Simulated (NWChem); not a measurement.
System: SiH2SOF2; SMILES O[Si](F)(F)S

Here is an NWChem input.

```
start job
memory heap 200 mb stack 900 mb global 1100 mb
geometry units angstroms noautosym nocenter noautoz
  O      1.635923    -0.751824     0.107416
  Si     0.056544    -0.338514     0.055375
  F     -0.795370    -0.995287     1.248131
  F     -0.581832    -0.954371    -1.289929
  S     -0.137466     1.747073     0.210356
  H      1.883397    -1.618230    -0.232476
  H      0.969713     1.952802    -0.536949
end
basis spherical
  O library 6-31g*
  Si library 6-31g*
  F library 6-31g*
  S library 6-31g*
  H library 6-31g*
end
dft
  xc b3lyp
  iterations 150
end
property
  efieldgrad
end
task dft property
```

Structure relaxed at the PBE0/def2-SVP level.

Vzz is the largest principal value of the second derivative of the potential at the nucleus (NWChem prints the opposite sign); η is the asymmetry. Non-relativistic.

Atoms are numbered as in the input.

Problem. Predict the main results of this run. (B3LYP/6-31G* (spherical d).) Quantities: Vzz O1 (a.u.); η O1; Vzz S5 (a.u.); η S5.

Solution. 
```json
{
 "Vzz O1 (a.u.)": "1.382",
 "η O1": "0.53",
 "Vzz S5 (a.u.)": "-2.082",
 "η S5": "0.68"
}
```
